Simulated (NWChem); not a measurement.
# Cl₄Ge in NWChem

SMILES: [Cl][Ge]([Cl])([Cl])[Cl]
```xyz
5

Cl     1.7367     0.0000    -1.2276
Ge     0.0000     0.0000     0.0000
Cl    -1.7367     0.0000    -1.2276
Cl     0.0000    -1.7367     1.2276
Cl     0.0000     1.7367     1.2276
```
Charge 0, spin multiplicity 1.

Program: NWChem. Structure: optimised with PBE0/def2-SVP, a minimum by its harmonic frequencies.

Symmetry labels belong to the abelian group C2v used in the runs, with the axes of the coordinates shown; states degenerate in a higher group split over its labels.

The Hamiltonian is non-relativistic. The structure started from a generated list of species.

Q: List the lowest 6 singlet excitations that CIS/def2-SVP gives, with oscillator strengths.

A: 
| state | symmetry | energy (eV) | wavelength (nm) | f |
|---|---|---|---|---|
| 1 | a2 | 8.06 | 154 | 0.000 |
| 2 | b1 | 8.06 | 154 | 0.000 |
| 3 | b2 | 8.06 | 154 | 0.000 |
| 4 | a1 | 8.70 | 143 | 0.128 |
| 5 | b2 | 8.70 | 143 | 0.128 |
| 6 | b1 | 8.70 | 143 | 0.128 |
